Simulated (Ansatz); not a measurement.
Si₂H₄Cl₂O, closed shell: at a first-order saddle point.

in.yaml

```yaml
crystal:
  periodic: [false, false, false]
  atoms:
    - {symbol: Si, position_ang: [-0.830753, -1.249529, -0.252406]}
    - {symbol: Si, position_ang: [0.267122, 0.696152, 0.495742]}
    - {symbol: O, position_ang: [0.176743, -2.314908, -0.659239]}
    - {symbol: H, position_ang: [1.468369, 0.672106, -1.012544]}
    - {symbol: Cl, position_ang: [-2.325566, -0.599859, -1.499178]}
    - {symbol: Cl, position_ang: [-1.704239, -1.238880, 1.665308]}
    - {symbol: H, position_ang: [-0.127833, 2.131533, 0.428434]}
    - {symbol: H, position_ang: [1.740520, 1.327370, -0.685138]}
    - {symbol: H, position_ang: [1.335537, 0.576114, 1.519122]}
basis:
  gaussian: {orbitals: def2-SVP}
hamiltonian: {xc: pbe, dispersion: d4}
```

Launched with

```bash
ansatz run in.yaml --threads 8 --pin off --events-out ev --progress --plain --max-ram 19148MiB
```

Output of Ansatz 0.2.0:

```
Functional definition: PBE
  name "PBE"
  cite "Perdew, Burke & Ernzerhof, Phys. Rev. Lett. 77, 3865 (1996) doi:10.1103/PhysRevLett.77.3865"
  parent pbe
  parameter kappa = 0.804
  parameter beta = 0.06672455060314922
  exchange = pbe_x(kappa = kappa, mu = beta*pi^2/3)
  correlation = pbe_c(beta = beta)
1157 factors; their error is unknown
mean field evaluation 1: about -42868.6076 eV, gradient 6.9e1 eV
mean field evaluation 2: about -42601.6415 eV, gradient 2.0e2 eV
mean field evaluation 4: about -42876.5890 eV, gradient 2.7e1 eV
mean field evaluation 8: about -42878.3084 eV, gradient 2.1e-1 eV
mean field evaluation 16: about -42878.2196 eV, gradient 1.7e-4 eV
mean field -42878.21963195 eV, -1575.7455075731 hartree, gradient 3.9e-5 eV, S^2 0.000000; 0 other end points of the search recorded, 0 dependent functions left out
reference -42878.21966496 eV, -1575.7455087861 hartree; 37, 37 occupied and 69, 69 virtual orbitals, 1157 factors
Total energy: -42878.53118704 eV, -1575.7569570115 hartree
```

The run took about 0.35 s on 8 CPU threads of an Intel Xeon 6975P-C (shared host).
